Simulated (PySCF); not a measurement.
**MP for M along group 15**

CCSD(T) with triple-zeta basis sets in PySCF, for the lowest determinant that a PBE0 search found; no spin–orbit coupling. De refers to high-spin ground-configuration atoms.

| M | basis | reference, frozen orbitals | state (unpaired electrons) | Re (Å) | ωe (cm⁻¹) | De (eV) |
| --- | --- | --- | --- | --- | --- | --- |
| N | def2-TZVPP | RHF, 6 | singlet (closed shell) | 1.502 | 1324 | 5.83 |
| P | def2-TZVPP | RHF, 10 | singlet (closed shell) | 1.908 | 776 | 4.57 |
| Sb | x2c-TZVPPall | RHF, 23 | singlet (closed shell) | 2.217 | 502 | 3.30 |
| Bi | def2-TZVPP | RHF, 9 | singlet (closed shell) | 2.303 | 446 | 2.94 |

The shortest bond is that of PN (1.502 Å), the longest that of BiP (2.303 Å). PN is bound most strongly (5.83 eV) and BiP least (2.94 eV).

The rows differ in basis set, which adds steps of its own.

Down a group the atoms grow and get heavier, so bonds lengthen and wavenumbers fall; this series shows no clear exception.

Correlated steps freeze the inner cores (6 to 23 orbitals); shallow outer-core shells are correlated. Spin–orbit coupling is left out, which matters for elements this heavy, above all for dissociation energies. Where the molecule has an RHF reference, its open-shell atoms are computed with UHF.
